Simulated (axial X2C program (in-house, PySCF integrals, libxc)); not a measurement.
**Levels of MgTl by electron attachment to MgTl⁺ (EOM-EA-CCSD)**

Calculated with an in-house all-electron X2C program for linear molecules (integrals from PySCF): two-component X2C with atomic mean-field Coulomb and Gaunt terms, Gaussian nuclei, basis Tl dyall-acv3z, Mg dyall-acv3z with contracted cores.

R = 3.119 Å (near the PBE0 minimum at charge 0 of the determinant lowest at the starting distance; the state shown can have its own minimum elsewhere).

Levels of MgTl obtained by attaching an electron to MgTl⁺:

```
  Ω  binding energy (eV)  above lowest (cm⁻¹)                  attached spinor  one-particle weight
1/2                5.289                    0   57% Tl pπ, 11% Mg pπ, 9% Tl pσ                 0.94
3/2                4.680                 4917             66% Tl pπ, 26% Mg pπ                 0.94
1/2                4.534                 6093  30% Mg pσ, 29% Tl pσ, 15% Tl pπ                 0.94
1/2                3.103                17632  60% Mg pπ, 18% Tl dπ, 11% Tl pπ                 0.90
3/2                2.991                18539  53% Mg pπ, 19% Tl dπ, 16% Tl pπ                 0.89
```

What is the splitting of the first π pair in the table, and is it regular or inverted?

E(3/2) − E(1/2) = 4917 − 0 = 4917 cm⁻¹ at EOM-EA-CCSD: regular, Ω = 1/2 lower. Splittings at this level can be off by ten to twenty per cent.

This point took 21 s on 1 thread of Arm Neoverse V2, on a shared host.

Reference electrons by ω block (each with its −ω partner): 1/2: 27, 3/2: 13, 5/2: 5, 7/2: 1. 14 electrons of MgTl⁺ correlated (inner shells frozen), 92 natural virtual spinors (a truncated set); levels can be off by some tenths of an eV. Roots sought by Ω: (1/2: 5, 3/2: 4, 5/2: 2, 7/2: 1); rows need 60 % one-particle weight and stop where some Ω has no more roots. Missing are any skipped roots, higher Ω and states of a further excitation; these come out far too high here and may in truth be low or lowest. T1 of the reference 0.011 (Lee–Taylor). The reference was not checked to be the lowest state of its species. Number of frozen shells: Tl 5 s, 4 p, 2 d, 1 f; Mg 2 s, 1 p.
